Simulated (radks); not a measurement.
Ca2+, configuration [Ar].

Method: Dirac Kohn-Sham, PBE, spin-unpolarised, spherical densities, finite nucleus; Fermi nuclear charge, rms radius 3.4776 fm; computed with a radial shooting solver on a logarithmic mesh with Libxc functionals.

Energy parts (Ry):
part                       energy
total                 -1359.32464
kinetic                1370.05391
electron-nucleus      -3209.87205
Hartree                 551.84947
exchange-correlation    -71.35597

Orbitals (lengths in bohr, moments of r in powers of bohr; <r^-3> diverges for s and p1/2; r(max) is where P^2 peaks):
| orbital | occ. | eigenvalue (Ry) | <r^-3> | r(max) |
|---|---|---|---|---|
| 1s1/2 | 2 | -291.3772 | - | 0.05028 |
| 2s1/2 | 2 | -31.58607 | - | 0.3000 |
| 2p1/2 | 2 | -25.91462 | - | 0.2453 |
| 2p3/2 | 4 | -25.64359 | 184.3 | 0.2473 |
| 3s1/2 | 2 | -4.57381 | - | 0.9930 |
| 3p1/2 | 2 | -3.18364 | - | 1.042 |
| 3p3/2 | 4 | -3.15501 | 19.60 | 1.048 |

The highest occupied level is 3p3/2 at -42.926 eV. The electron density at the nucleus is 6161 e/bohr^3. The density falls to 0.001 e/bohr^3 at r = 2.99 bohr. For comparison, the ionisation energy in NIST's Atomic Spectra Database is 50.913 eV (measured). In exact Kohn-Sham theory the highest level is minus the ionisation energy, but local and semilocal functionals leave it too shallow, through self-interaction and a potential that decays too fast; potentials with the right tail come closer.
